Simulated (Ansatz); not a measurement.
Ideal-gas functions of `[F][GeH]([F])[SiH3]` at 400 K and 1 bar, from an Ansatz frequency run at PBE0-D4/def2-TZVP.

Molar mass 142.72 g/mol, point group Cs (symmetry number 1), electronic degeneracy 1, moments of inertia 96.763, 204.899, 256.221 u Å². Harmonic wavenumbers (cm⁻¹, unscaled): 76, 117, 157, 235, 356, 504, 509, 688, 702, 728, 734, 865, 931, 933, 2163, 2236, 2252, 2262.

Use S(trans) = R[1.5 ln M + 2.5 ln T − 1.1517]; rotational temperatures θ = 24.2544 K / I; S(rot) = R[ln(√π/σ · √(T³/θAθBθC)) + 1.5]; for each mode x = 1.438777 ν̃/T, S = R[x/(eˣ − 1) − ln(1 − e⁻ˣ)] and H = RT x/(eˣ − 1); 1 cm⁻¹ = 0.0119627 kJ/mol; R = 8.31446 J/(mol·K).

By hand: the entropy, in J/(mol·K).

Translation 176.8. Rotation: θ = 0.2507, 0.1184, 0.0947 K, giving 116.4. Vibration, mode by mode: 19.12, 15.57, 13.18, 9.96, 6.80, 4.42, 4.36, 2.62, 2.52, 2.34, 2.30, 1.58, 1.31, 1.30, 0.03, 0.02, 0.02, 0.02, in all 87.5. Electronic 0.0. Sum 380.7 J/(mol·K).

By hand: H − E and G − E in kJ/mol, counted from the electronic energy.

Zero-point energy ½ × 16448 × 0.0119627 = 98.4; thermal vibration 18.3; translation, rotation and pV give 4 RT = 13.3. H − E = 130.0 kJ/mol, and G − E = 130.0 − 400 × 380.7/1000 = -22.3 kJ/mol.

Vibration gives 23 % of the entropy, 34.7 J/(mol·K) of it from the modes under 150 cm⁻¹: soft modes count most, and the harmonic formula is weakest for them.
